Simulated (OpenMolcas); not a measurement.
Mo²⁺.

| Quantity | Value |
| --- | --- |
| Program | OpenMolcas |
| Basis | ANO-RCC-VQZP [8s7p5d3f2g1h] |
| Scalar Hamiltonian | DKH2, point nucleus |
| Active space | 4 electrons in 5 orbitals (4d) |
| State averaging | 2S+1 = 5 even, 5 roots; 2S+1 = 3 even, 45 roots; 2S+1 = 1 even, 50 roots |
| Spin-orbit coupling | RASSI with atomic mean-field integrals over the reference wave functions, term energies averaged over their components |

Two sets of levels on these reference wave functions, in eV above 4d⁴ ⁵D₀: one from CASSCF and one from MS-CASPT2, IPEA 0.25 Eh, imaginary shift 0.1 Eh (closed shells correlated: 4s 4p).

| Level | Set 1 | Set 2 |
| --- | --- | --- |
| 4d⁴ ⁵D₀ | 0.0000 | 0.0000 |
| 4d⁴ ⁵D₁ | 0.0298 | 0.0271 |
| 4d⁴ ⁵D₂ | 0.0823 | 0.0771 |
| 4d⁴ ⁵D₃ | 0.1507 | 0.1449 |
| 4d⁴ ⁵D₄ | 0.2303 | 0.2262 |
| 4d⁴ ³H₄ | 1.620 | 1.956 |
| 4d⁴ ³P₀(1) | 1.447 | 2.005 |
| 4d⁴ ³H₅ | 1.690 | 2.017 |
| 4d⁴ ³H₆ | 1.752 | 2.076 |
| 4d⁴ ³P₁(1) | 1.601 | 2.159 |
| 4d⁴ ³F₃(1) | 1.800 | 2.266 |
| 4d⁴ ³F₂(1) | 1.803 | 2.277 |
| 4d⁴ ³F₄(1) | 1.838 | 2.296 |
| 4d⁴ ³P₂(1) | 1.831 | 2.395 |
| 4d⁴ ³G₃ | 2.038 | 2.499 |
| 4d⁴ ³G₄ | 2.088 | 2.549 |

**Question.** Which set is which?

**Answer.** Set 1 is MS-CASPT2. Its levels of the other terms of 4d⁴ lie at 0.72 to 0.84 of the other set's values, as expected, since terms of lower spin or lower L gain more correlation energy than the Hund ground term. Against 15 measured levels (Sugar and Musgrove, J. Phys. Chem. Ref. Data 17, 155 (1988)) the mean absolute deviation is 350 cm-1 with it and 3000 cm-1 without; single levels miss by up to 610 cm-1 with it.

CASPT2 breaks the degeneracy within a term, and the mean is taken; among the terms shown or strongly mixed into the levels shown the widest spread is 280 cm-1 (4d⁴ ³G, MS-CASPT2). Levels of configurations with an s electron are missing; early in the row they begin among the upper levels of the d shell and mix with terms of their name. Without dynamic correlation excited terms often stand tens of per cent too high (terms of higher spin than the ground term too low), and those without a measured partner can miss by more than the paired ones (holds for CASSCF). Some levels mix across a computed gap that differs much from the measured one, so their mixing is not that of the real levels (holds for CASSCF). The CASPT2 spread within a term exceeds the gap to the next term for 4d⁴ ³P(1) and 4d⁴ ³H, so the order of their levels is uncertain (holds for MS-CASPT2). Measured partners are found by configuration, term and J. A level has none where our copy of the source lacks it or the pairing is in doubt (some pairs that miss far off the trend of their configuration count as doubtful), and it then counts in no deviation. Levels of configurations outside the active space are missing. The table leaves out levels that lie high or whose names do not pair safely across all columns.

A number in round brackets counts repeated terms of one configuration in the order of the reference energies.
